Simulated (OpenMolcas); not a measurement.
Ru3+ among 5 point charges of -2 e arranged as a trigonal bipyramid (D3h), 1.93 Å from the ion, with the axial distance 2.007 Å.
```
   1.9300    0.0000    0.0000  -2.00
  -0.9650    1.6714    0.0000  -2.00
  -0.9650   -1.6714    0.0000  -2.00
   0.0000    0.0000    2.0072  -2.00
   0.0000    0.0000   -2.0072  -2.00
```

```
Program             : OpenMolcas 26.06
Method              : CASSCF
Basis               : ANO-RCC-VDZP [6s5p3d1f]
Scalar Hamiltonian  : DKH2, point nucleus
Active space        : 5 electrons in 5 orbitals (4d)
State averaging     : 2S+1 = 6 even, 1 root; 2S+1 = 4 even, 24 roots; 2S+1 = 2 even, 75 roots
Spin-orbit coupling : RASSI with atomic mean-field integrals over the reference wave functions
```

What is the spin-free ground state (labels of D3, the rotations of D3h)?

6A1, 1-fold in its orbital part, 100 % from free-ion S terms; it has the highest spin that d5 allows.

What are the lowest two levels with spin-orbit coupling?

A 2-fold level E1/2 with g = 0.00, 0.00, 9.99, then a 2-fold level E3/2 18.1 cm-1 above it. Their leading multiplicities are 6 (99 %) and 6 (99 %).

What is χT at 300 K, and how does it compare with the textbook value?

The lowest level has 2S+1 = 6, for which the spin-only value is χT = S(S+1) / 2 = 4.375 cm3 K/mol (g = 2). The computed 4.370 at 300 K differs by -0.005, through a little spin-orbit mixing out of the ground term, against the free-electron g of 2.0023, which raises it.

Without dynamic correlation the repulsion within the d shell is too large (B by tens of per cent), so at a given field states of lower spin stand too high. Point charges give a weaker field than real ligands, and real ions of this kind are as a rule low spin; the high spin found here belongs to the model. Point charges carry no covalency, so the field is a model and not that of real ligands. A group larger than the point group allows holds several states that coincide in this model. No measured value stands beside these numbers.
